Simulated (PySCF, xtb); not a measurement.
1,1-dichlorocyclopropane (C3H4Cl2), SMILES ClC1(Cl)CC1.

GFN2-xTB run with xtb at its own geometry gives an orbital gap of 5.90 eV and a dipole moment of 2.13 D.

The structure is a stationary point at ωB97X-D3(BJ)/def2-SVP.

Task: What does PBE/def2-TZVP (PySCF) give? (An estimate is asked for; the answer gives what the named calculation found.)

Result: gap 5.58 eV (levels -6.54 and -0.96 eV), dipole 2.04 D.
